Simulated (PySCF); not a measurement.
Pt(Cl)(CO)2 (C2ClO2Pt), SMILES [O+]#[C-]->[Pt+](<-[C-]#[O+])[Cl], charge +1, multiplicity 1. Atoms are numbered in the order given.

```xyz
6

Pt     0.0000     0.0000    -0.1092
Cl     0.0000     0.0000    -2.3005
O      0.0000    -2.1199     2.0242
C      0.0000    -1.2866     1.2698
O      0.0000     2.1199     2.0242
C      0.0000     1.2866     1.2698
```
Charge +1, spin multiplicity 1.

The structure is a stationary point at PBE0-D3(BJ)/def2-SVP. A frequency run showed that this geometry is not a minimum. The multiplicity is an assumed one; other spin states were not compared. The isomer is the one that the SMILES or the coordinates give; other isomers of the formula were not compared. The def2 effective core potentials stand for the cores of Pt; spin–orbit coupling is left out.

Computed with CAM-B3LYP/def2-TZVP run with PySCF.

ESP charges are fitted to the potential on shells at 1.4 to 2.0 van der Waals radii. Atomic charges (e):

```
atom  Löwdin  Mulliken  ESP fit
----  ------  --------  -------
Pt1     0.49      0.73     0.11
Cl2     0.19     -0.10     0.13
O3      0.42      0.13    -0.03
C4     -0.26      0.06     0.41
O5      0.42      0.13    -0.03
C6     -0.26      0.06     0.41
```
